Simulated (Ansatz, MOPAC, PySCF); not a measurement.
Stepwise substitution at one centre (Si Br-OCH3). Isolated molecules, 0 K electronic values unless said otherwise. One relaxed conformer stands for each flexible species; it need not be the lowest. Strings in code marks are SMILES.

Quantity: redistribution energy (mixed species minus the weighted end members), in kJ/mol. Semi-empirical values (MOPAC) are differences of heats of formation.

Level 1: B3LYP/3-21G // B3LYP-D3(BJ)/def2-SVP (PySCF)
Level 2: PBE/6-31G* // B3LYP-D3(BJ)/def2-SVP (PySCF)
Level 3: HF/cc-pVDZ // B3LYP-D3(BJ)/def2-SVP (Ansatz, a quantum-chemistry and plane-wave program)
Level 4: PM3 // B3LYP-D3(BJ)/def2-SVP (MOPAC)

| species | level 2 | level 3 | level 4 |
|---|---|---|---|
| 2 of 4 Br replaced by OCH3: `CO[Si](Br)(Br)OC` (C–O–Si–Br torsion -59°, Br–Si–O–C torsion -57°) | -11.97 | -7.00 | -30.57 |
| 3 of 4 Br replaced by OCH3: `Br[Si](OC)(OC)OC` | -12.88 | -8.72 | -30.25 |
| 1 of 4 Br replaced by OCH3: `Br[Si](Br)(Br)OC` (C–O–Si–Br torsion 60°) | -7.76 | -4.02 | -20.34 |

What does level 1 give for each, and how far do the other levels lie from it on average?


- 2 of 4 Br replaced by OCH3: `CO[Si](Br)(Br)OC` (C–O–Si–Br torsion -59°, Br–Si–O–C torsion -57°): 2.63
- 3 of 4 Br replaced by OCH3: `Br[Si](OC)(OC)OC`: 1.43
- 1 of 4 Br replaced by OCH3: `Br[Si](Br)(Br)OC` (C–O–Si–Br torsion 60°): 2.45
Mean absolute difference from level 1, which has limits of its own, over these rows (drawn at random from the members that have all these levels): level 2 13.04 kJ/mol, level 3 8.75 kJ/mol, level 4 29.22 kJ/mol.
